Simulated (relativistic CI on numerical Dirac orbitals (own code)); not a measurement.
Pb V: calculation against measurement

Computed by Dirac-Coulomb-Breit CI, KLI orbitals optimised for each configuration, a model potential for QED, valence Slater integrals scaled by 0.85, P86 correlation energy added to each configuration (own radial code, finite nucleus).

CI space (outside the closed core [Xe] 4f14): 5d10, 5d9.6s, 5d9.5f, 5d9.6p, 5d9.7s, 5d9.6d, 5d9.7p, 5d9.7d, 5d9.8s, 5d9.6f, 5d9.8p, 5d9.5g, 5d9.8d, 5d9.7f. Double excitations out of closed p, d and f shells are left out; levels of such configurations are missing from the list, as are those of other unlisted configurations, and high levels can miss mixing partners.

| Configuration | Term (tabulated) | J | Measured (cm⁻¹) | Computed | Error | Purity (%) |
| --- | --- | --- | --- | --- | --- | --- |
| 5d10 | 1S | 0 | 0.0 | 0 | 0 | 100 |
| 5d9.6s | 3D | 1 | 132711.0 | 138956 | 6245 | 100 |
| 5d9.6s | 1D | 2 | 135997.0 | 142871 | 6874 | 59 |
| 5d9.6p | 3P° (computed) | 2 | 194803.0 | 202153 | 7350 | 67 |
| 5d9.6p | 3F° (computed) | 3 | 197131.0 | 204605 | 7474 | 50 |
| 5d9.6p | 3F° (computed) | 2 | 217069.0 | 223466 | 6397 | 84 |
| 5d9.6p | 3P° (computed) | 1 | 219488.0 | 225549 | 6061 | 67 |
| 5d9.6p | 3F° (computed) | 4 | 221069.0 | 226368 | 5299 | 100 |
| 5d9.6p | 1D° (computed) | 2 | 223909.0 | 230325 | 6416 | 66 |
| 5d9.6p | 3D° (computed) | 3 | 226511.0 | 232514 | 6003 | 74 |
| 5d9.6p | 1P° (computed) | 1 | 227835.0 | 233731 | 5896 | 87 |
| 5d9.6p | 3P° (computed) | 0 | 237660.0 | 243785 | 6125 | 100 |
| 5d9.6p | 3F° (computed) | 3 | 244661.0 | 249538 | 4877 | 49 |
| 5d9.6p | 3D° (computed) | 1 | 245277.0 | 250293 | 5016 | 58 |
| 5d9.6p | 3D° (computed) | 2 | 247595.0 | 252923 | 5328 | 57 |
| 5d9.7s | 3D | 3 | 338440.0 | 339269 | 829 | 98 |
| 5d9.7s | 3D | 1 | 360496.0 | 360530 | 34 | 99 |
| 5d9.8s | 3D † | 3 | 452624.0 | 423901 | -28723 | 97 |
| 5d9.8s | 3D † | 1 | 476582.0 | 445222 | -31360 | 99 |

Measured levels from Moore, Atomic Energy Levels, vol. III, NSRDS-NBS 35 (1971 reprint of NBS Circular 467, 1958); pairs were made by configuration, J and term (by order where the table uses no LS term), so strongly mixed levels may be paired wrongly. The analysis dates from before 1960.

Mean error by configuration (cm⁻¹): 5d9.6s 6559; 5d9.6p 6020; 5d9.7s 432. Over the excited levels the mean absolute error is 5389 cm⁻¹ (18 of the 21 excited levels that our extract of the source holds in range could be paired, and the others can miss by more), and the median relative error of those above 1,000 cm⁻¹ is 2.6 %. † marks terms whose computed intervals miss the measured ones by more than a factor of 2.5, or configurations far off the rest, from wrong mixing, a near crossing or a doubtful label or measurement; they are left out of the means.
